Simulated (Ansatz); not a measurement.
Basis-set extrapolation for CH5FOSSi2 (`FC1O[SiH2]S[SiH2]1`) (PBE0-D4/def2-TZVP geometry, frozen core, Ansatz). Multiplicity 1, RHF reference.

|  | def2-TZVPP | def2-QZVPP |
| --- | --- | --- |
| HF | -1190.697844 | -1190.736687 |
| MP2 correlation | -1.052837 | -1.141873 |
| CCSD(T) correlation | -1.145701 | not run |

Energies in hartree. Use E(X) = E(∞) + A·exp(−7.88·√X) for Hartree–Fock and E(X) = E(∞) + B·X^(−2.97) for correlation, with X = 3 and 4, and add CCSD(T) minus MP2 of the smaller set to the MP2 limit.

What is the CCSD(T) energy at the basis-set limit?

HF limit: -1190.736687 + (-0.038843) × 0.13774 = -1190.74204. MP2 limit: -1.141873 + (-0.089036) × 0.74074 = -1.20783. Higher-order term: -1.145701 − (-1.052837) = -0.09286. Total: -1192.04273 hartree, 523.0 kJ/mol below CCSD(T)/def2-TZVPP.
